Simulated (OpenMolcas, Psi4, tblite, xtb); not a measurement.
# How methods differ on SiF3 (trifluorosilyl)

SiF3 has 4 atoms, charge 0, and is taken as a doublet. As SMILES, `F[Si](F)F`. The shape is that of a PBE0-D4/def2-TZVP optimisation.

Each level gives the dipole moment (D). The values are calculated.

| level | kind | program | value (D) | CPU time |
| --- | --- | --- | --- | --- |
| GFN0-xTB | semi-empirical | xtb | 2.55 | under 2 s |
| IPEA1-xTB | semi-empirical | tblite | 1.38 | under 2 s |
| UHF/aug-cc-pVDZ | Hartree–Fock | OpenMolcas | 1.50 | 10 s |
| USVWN5/aug-cc-pVDZ | LDA | Psi4 | 1.06 | 25 s |
| UBLYP/aug-cc-pVDZ | GGA | Psi4 | 1.11 | 33 s |
| U-r2SCAN/aug-cc-pVDZ | meta-GGA | OpenMolcas | 1.12 | 57 s |
| UPBE0/aug-cc-pVDZ | global hybrid | Psi4 | 1.20 | 71 s |

The values span 1.06 to 2.55 D. CPU times are rough (shared hosts, several kinds of processor): they show what a rung costs within a factor of a few.
